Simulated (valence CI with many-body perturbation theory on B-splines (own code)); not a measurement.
## E1 transitions of V7+

Level of theory: valence CI with perturbative core correlation (CI+MBPT): six valence electrons over a frozen Dirac-Fock core [Ne], radial functions for each j: 9 s, 9 p, 8 d, 6 f, 3 g, 1 h, with the one-electron correlation potential Σ1 (screened to all orders), the two-electron term Σ2, the three-electron term Σ3, Breit, model QED; selected single and double excitations, second order for the rest, scaled by the run's own slope (own B-spline code, finite nucleus).

Against 8 measured levels this calculation errs by 125 cm⁻¹ on average and by 342 at most. These come from a selection out of Sugar and Corliss, J. Phys. Chem. Ref. Data 7, 1191 (1978). Levels without a partner in it may be off by more. Among the levels kept, up to 830 cm⁻¹ of a level comes from second order outside the variational space, and about a tenth of that is noise between levels of different J, which matters for small intervals.

Lines 1 to 50 of 70 in falling wavelength, among levels below 48.282 eV, chosen from the strongest by gf and those to the six lowest levels. Wavelengths and rates use the calculated energies, so an error of 100 cm⁻¹ moves a line at 62.00 nm by 0.062 % and its rate by three times that or more. Electric multipoles are in the length gauge, E1 and E2 with the static RPA response of the core. Weak lines are less certain than strong ones. Lines between different terms over intervals too small for the method are left out, as are lines whose strength nearly cancels. The highest levels of a list are the least certain.

Names give the largest LS component (configuration and term), which can be under half, so a name can repeat, a term be missing and a line seem to break the LS rules; names also repeat where a configuration has a term twice. Letters in brackets count levels of one name in rising energy.

| λ vac (nm) | λ from measured levels | Upper | Lower | A (s⁻¹) | S (a.u.) |
| --- | --- | --- | --- | --- | --- |
| 62.00 | 61.82 | 3s3p⁵ ³P°_1 | 3s²3p⁴ ¹S_0 | 3.20e+06 | 1.13e-03 |
| 52.60 | 52.52 | 3s3p⁵ ³P°_2 | 3s²3p⁴ ¹D_2 | 2.02e+07 | 7.27e-03 |
| 51.27 | 51.19 | 3s3p⁵ ³P°_1 | 3s²3p⁴ ¹D_2 | 1.26e+05 | 2.51e-05 |
| 47.32 | 47.29 | 3s3p⁵ ³P°_2 | 3s²3p⁴ ³P_1 | 4.32e+08 | 1.13e-01 |
| 46.59 | 46.55 | 3s3p⁵ ³P°_1 | 3s²3p⁴ ³P_0 | 5.92e+08 | 8.86e-02 |
| 46.24 | 46.21 | 3s3p⁵ ³P°_1 | 3s²3p⁴ ³P_1 | 4.58e+08 | 6.70e-02 |
| 46.03 | 45.96 | 3s3p⁵ ¹P°_1 | 3s²3p⁴ ¹S_0 | 1.28e+08 | 1.85e-02 |
| 46.01 | 45.98 | 3s3p⁵ ³P°_2 | 3s²3p⁴ ³P_2 | 1.36e+09 | 3.27e-01 |
| 45.65 | 45.61 | 3s3p⁵ ³P°_0 | 3s²3p⁴ ³P_1 | 1.88e+09 | 8.83e-02 |
| 44.99 | 44.96 | 3s3p⁵ ³P°_1 | 3s²3p⁴ ³P_2 | 8.26e+08 | 1.11e-01 |
| 42.19 |  | 3s²3p³3d ⁵D°_1 | 3s²3p⁴ ¹S_0 | 3.69e+03 | 4.10e-07 |
| 39.84 | 39.82 | 3s3p⁵ ¹P°_1 | 3s²3p⁴ ¹D_2 | 4.90e+09 | 4.59e-01 |
| 38.50 |  | 3s²3p³3d ³D°_1 [a] | 3s²3p⁴ ¹S_0 | 5.15e+05 | 4.35e-05 |
| 36.95 | 36.95 | 3s3p⁵ ¹P°_1 | 3s²3p⁴ ³P_0 | 1.68e+05 | 1.25e-05 |
| 36.93 |  | 3s²3p³3d ⁵D°_1 | 3s²3p⁴ ¹D_2 | 3.27e+04 | 2.43e-06 |
| 36.91 |  | 3s²3p³3d ⁵D°_2 | 3s²3p⁴ ¹D_2 | 8.77e+04 | 1.09e-05 |
| 36.89 |  | 3s²3p³3d ⁵D°_3 | 3s²3p⁴ ¹D_2 | 2.68e+04 | 4.65e-06 |
| 36.74 | 36.74 | 3s3p⁵ ¹P°_1 | 3s²3p⁴ ³P_1 | 4.09e+06 | 3.00e-04 |
| 35.94 | 35.95 | 3s3p⁵ ¹P°_1 | 3s²3p⁴ ³P_2 | 8.82e+07 | 6.07e-03 |
| 34.43 |  | 3s²3p³3d ⁵D°_1 | 3s²3p⁴ ³P_0 | 3.05e+06 | 1.84e-04 |
| 34.25 |  | 3s²3p³3d ⁵D°_0 | 3s²3p⁴ ³P_1 | 3.13e+07 | 6.20e-04 |
| 34.24 |  | 3s²3p³3d ⁵D°_1 | 3s²3p⁴ ³P_1 | 1.04e+07 | 6.20e-04 |
| 34.23 |  | 3s²3p³3d ⁵D°_2 | 3s²3p⁴ ³P_1 | 2.83e+04 | 2.80e-06 |
| 34.22 |  | 3s²3p³3d ³D°_2 [a] | 3s²3p⁴ ¹D_2 | 1.82e+06 | 1.80e-04 |
| 34.16 |  | 3s²3p³3d ³D°_3 [a] | 3s²3p⁴ ¹D_2 | 2.74e+05 | 3.77e-05 |
| 34.07 |  | 3s²3p³3d ³D°_1 [a] | 3s²3p⁴ ¹D_2 | 5.05e+05 | 2.96e-05 |
| 33.55 |  | 3s²3p³3d ⁵D°_1 | 3s²3p⁴ ³P_2 | 1.42e+07 | 7.95e-04 |
| 33.54 |  | 3s²3p³3d ⁵D°_2 | 3s²3p⁴ ³P_2 | 1.84e+07 | 1.71e-03 |
| 33.52 |  | 3s²3p³3d ⁵D°_3 | 3s²3p⁴ ³P_2 | 7.26e+06 | 9.44e-04 |
| 33.37 |  | 3s²3p³3d ³F°_2 [a] | 3s²3p⁴ ¹D_2 | 6.48e+05 | 5.94e-05 |
| 33.17 |  | 3s²3p³3d ³F°_3 [a] | 3s²3p⁴ ¹D_2 | 4.89e+06 | 6.16e-04 |
| 31.94 |  | 3s²3p³3d ³D°_1 [a] | 3s²3p⁴ ³P_0 | 2.51e+05 | 1.21e-05 |
| 31.91 |  | 3s²3p³3d ³D°_2 [a] | 3s²3p⁴ ³P_1 | 5.25e+05 | 4.21e-05 |
| 31.77 |  | 3s²3p³3d ³D°_1 [a] | 3s²3p⁴ ³P_1 | 8.02e+06 | 3.81e-04 |
| 31.76 |  | 3s²3p³3d ³D°_1 [b] | 3s²3p⁴ ¹S_0 | 1.83e+07 | 8.68e-04 |
| 31.68 |  | 3s²3p³3d ³P°_1 | 3s²3p⁴ ¹S_0 | 3.99e+06 | 1.88e-04 |
| 31.31 |  | 3s²3p³3d ³D°_2 [a] | 3s²3p⁴ ³P_2 | 1.64e+07 | 1.24e-03 |
| 31.26 |  | 3s²3p³3d ³D°_3 [a] | 3s²3p⁴ ³P_2 | 3.43e+04 | 3.62e-06 |
| 31.21 |  | 3s²3p³3d ³G°_3 | 3s²3p⁴ ¹D_2 | 2.08e+07 | 2.18e-03 |
| 31.18 |  | 3s²3p³3d ³D°_1 [a] | 3s²3p⁴ ³P_2 | 5.57e+06 | 2.50e-04 |
| 31.16 |  | 3s²3p³3d ³F°_2 [a] | 3s²3p⁴ ³P_1 | 4.00e+05 | 2.99e-05 |
| 31.10 |  | 3s²3p³3d ¹S°_0 | 3s²3p⁴ ³P_1 | 2.16e+07 | 3.20e-04 |
| 30.59 |  | 3s²3p³3d ³F°_2 [a] | 3s²3p⁴ ³P_2 | 3.30e+06 | 2.33e-04 |
| 30.42 |  | 3s²3p³3d ³F°_3 [a] | 3s²3p⁴ ³P_2 | 4.25e+06 | 4.13e-04 |
| 30.00 |  | 3s²3p³3d ¹D°_2 | 3s²3p⁴ ¹D_2 | 7.61e+08 | 5.07e-02 |
| 28.76 |  | 3s²3p³3d ³F°_3 [b] | 3s²3p⁴ ¹D_2 | 1.56e+07 | 1.28e-03 |
| 28.76 |  | 3s²3p³3d ³G°_3 | 3s²3p⁴ ³P_2 | 4.93e+06 | 4.05e-04 |
| 28.69 |  | 3s²3p³3d ³F°_2 [b] | 3s²3p⁴ ¹D_2 | 4.29e+07 | 2.50e-03 |
| 28.69 |  | 3s²3p³3d ³D°_1 [b] | 3s²3p⁴ ¹D_2 | 1.21e+08 | 4.22e-03 |
| 28.62 |  | 3s²3p³3d ³P°_1 | 3s²3p⁴ ¹D_2 | 8.02e+07 | 2.78e-03 |
